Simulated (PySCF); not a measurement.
Computed with PySCF with M06-2X/def2-TZVP // B3LYP-D3(BJ)/def2-SVP. Isolated molecules, 0 K electronic values unless said otherwise. One relaxed conformer stands for a flexible species; it need not be the lowest. Delta-SCF ions had no search for a lower state. Excitations are Tamm–Dancoff values on a coarser integration grid. The basis has no diffuse functions, so Rydberg states are missing or too high.

Reference species (SMILES): `Bc1ccc2ccccc2n1` (neutral, multiplicity 1).

The vertical ionisation energy (Delta-SCF) comes out as 8.80 eV and the T1 excitation (TDA) is 3.02 eV. The S1 excitation (TDA) comes out as 3.50 eV and the LUMO is -1.74 eV.

After one change: the vertical ionisation energy (Delta-SCF) is nearly the same; the T1 excitation (TDA) stays essentially unchanged; the S1 excitation (TDA) rises by 0.28 eV; the LUMO drops by 0.16 eV.

Question: What was changed between the two runs? The new species is one of these.
(A) `Bc1ccc2ncccc2c1`
(B) `Bc1cnc2ccccc2c1`
(C) `Bc1ccnc2ccccc12`
(D) `Bc1cccc2cccnc12`

Answer: C, `Bc1ccnc2ccccc12`
